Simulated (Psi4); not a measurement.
Pair of molecules, SMILES O with SMILES P (the first has 3 atoms); geometry from B3LYP-D3(BJ)/def2-TZVP.
(charge 0, multiplicity 1):
```xyz
7

O      0.26316    -0.07788    -0.54252
H      0.12421     0.00006     0.41182
H      1.14487     0.27479    -0.69841
P     -0.46235     0.14106     2.92314
H      0.17336    -0.57601     3.96558
H     -0.58983     1.33636     3.67150
H     -1.75986    -0.32805     3.23949
```

The numbers are results of Psi4 with SAPT0/jun-cc-pV(D+d)Z, not measurements.

Q: Which attractive term is largest, and how does the interaction split up?

A: electrostatics -4.66, exchange 5.31, induction -1.55, dispersion -1.22, total -2.13 kcal/mol; the largest attraction is electrostatics.
